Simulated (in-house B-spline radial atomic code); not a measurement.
# Zn7+: [Ar] 3d5

Level of theory: non-relativistic PBE, spin-polarised, spherical fractional occupations, point nucleus; calculated with an all-electron radial atomic-structure program (B-spline basis).

Screening seen three ways: the hydrogenic charge with the same mean radius, Z_r = [3n² - l(l+1)]/(2<r>), the one with the same energy, Z_e = n√(-2ε), and Slater's rules. Values are occupation-weighted means over spin.

```csv
shell,electrons,ε (eV),<r> (bohr),Z_r,Z_e,Slater
1s,2,-9565,0.05111,29.35,26.51,29.70
2s,2,-1295.2,0.2296,26.13,19.51,25.85
2p,6,-1160.8,0.1996,25.05,18.47,25.85
3s,2,-273.02,0.659,20.48,13.44,18.75
3p,6,-229.35,0.6674,18.73,12.32,18.75
3d,5,-158.9,0.6672,15.74,10.25,10.60
```

The least bound orbital is 3d up at -158.9 eV, while the most diffuse is 3p down (<r> = 0.6705 bohr against 0.6672 bohr): energy order and size order differ.

The density falls to 0.001 bohr⁻³ at 1.982 bohr; Σ<r²> = 7.2092 bohr² gives, by the non-relativistic formula and without the paramagnetism of open shells, a Langevin diamagnetic susceptibility of -5.71×10⁻⁶ cm³/mol.
